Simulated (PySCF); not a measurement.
# Magnetic susceptibility: `CC[C@@H]1CP1CCP`, C₆H₁₄P₂

Molfile (atoms numbered from 1):
```
C6H14P2
     RDKit          3D

 22 22  0  0  0  0  0  0  0  0999 V2000
   -3.3464   -0.6660   -0.0936 C   0  0  0  0  0  0  0  0  0  0  0  0
   -2.3003    0.3679   -0.5027 C   0  0  0  0  0  0  0  0  0  0  0  0
   -0.9525    0.0450    0.0993 C   0  0  2  0  0  0  0  0  0  0  0  0
   -0.7167    0.3826    1.5468 C   0  0  0  0  0  0  0  0  0  0  0  0
    0.2652    1.4153    0.3745 P   0  0  0  0  0  0  0  0  0  0  0  0
    1.8508    0.4116    0.3445 C   0  0  0  0  0  0  0  0  0  0  0  0
    2.4294    0.3523   -1.0623 C   0  0  0  0  0  0  0  0  0  0  0  0
    3.9881   -0.6548   -1.1908 P   0  0  0  0  0  0  0  0  0  0  0  0
   -3.4425   -0.7031    0.9892 H   0  0  0  0  0  0  0  0  0  0  0  0
   -3.0624   -1.6553   -0.4464 H   0  0  0  0  0  0  0  0  0  0  0  0
   -4.3157   -0.4146   -0.5174 H   0  0  0  0  0  0  0  0  0  0  0  0
   -2.6147    1.3596   -0.1689 H   0  0  0  0  0  0  0  0  0  0  0  0
   -2.2198    0.3933   -1.5922 H   0  0  0  0  0  0  0  0  0  0  0  0
   -0.5383   -0.8989   -0.2462 H   0  0  0  0  0  0  0  0  0  0  0  0
   -1.5175    0.8966    2.0625 H   0  0  0  0  0  0  0  0  0  0  0  0
   -0.1908   -0.3278    2.1713 H   0  0  0  0  0  0  0  0  0  0  0  0
    2.5611    0.9017    1.0181 H   0  0  0  0  0  0  0  0  0  0  0  0
    1.6620   -0.5959    0.7255 H   0  0  0  0  0  0  0  0  0  0  0  0
    1.7037   -0.0818   -1.7580 H   0  0  0  0  0  0  0  0  0  0  0  0
    2.6577    1.3588   -1.4256 H   0  0  0  0  0  0  0  0  0  0  0  0
    4.5885   -0.1202   -0.0501 H   0  0  0  0  0  0  0  0  0  0  0  0
    3.5006   -1.7471   -0.4703 H   0  0  0  0  0  0  0  0  0  0  0  0
  1  2  1  0
  2  3  1  0
  3  4  1  0
  4  5  1  0
  5  6  1  0
  6  7  1  0
  7  8  1  0
  5  3  1  0
  1  9  1  0
  1 10  1  0
  1 11  1  0
  2 12  1  0
  2 13  1  0
  3 14  1  1
  4 15  1  0
  4 16  1  0
  6 17  1  0
  6 18  1  0
  7 19  1  0
  7 20  1  0
  8 21  1  0
  8 22  1  0
M  END
```

Method: GIAO BHandHLYP/pcSseg-1 magnetisability, rotational g tensor and spin-rotation constants, non-relativistic, gas phase in PySCF. Geometry: GFN2-xTB.

What are the magnetisability and the molar susceptibility?

Isotropic -1928 × 10⁻³⁰ J/T², or -116.1 × 10⁻⁶ cm³/mol; principal values -2184, -1815, -1785 × 10⁻³⁰ J/T², anisotropy 385 × 10⁻³⁰ J/T² (root of half the summed squared differences of the principal values). The susceptibility is in cgs units.

Split it along the inertial axes a, b, c into diamagnetic and paramagnetic parts about the centre of mass, with the quadrupole moment.


```
axis  χ (10⁻⁶ cm³/mol)  diamagnetic (10⁻⁶ cm³/mol)  paramagnetic (10⁻⁶ cm³/mol)  summed x² of all electrons (Å²)  quadrupole Θ (D Å)
   a            -127.0                      -558.8                        431.8                            516.6               -3.90
   b            -108.7                     -2391.1                       2282.4                             84.6               +1.13
   c            -112.6                     -2550.6                       2438.0                             47.1               +2.77
```
Anisotropies 2χaa − χbb − χcc = -32.7 and 2χbb − χaa − χcc = +22.2 × 10⁻⁶ cm³/mol. Θ is traceless in Buckingham's convention.

And the rotational g tensor?


| axis | rotational constant (GHz) | g | nuclear part | electronic part |
| --- | --- | --- | --- | --- |
| a | 2.9639 | +0.0074 | 0.6086 | -0.6012 |
| b | 0.5300 | -0.0040 | 0.5643 | -0.5683 |
| c | 0.4920 | -0.0030 | 0.5606 | -0.5636 |

Asymmetric top; isotopes 12C, 1H, 31P; no vibrational averaging.
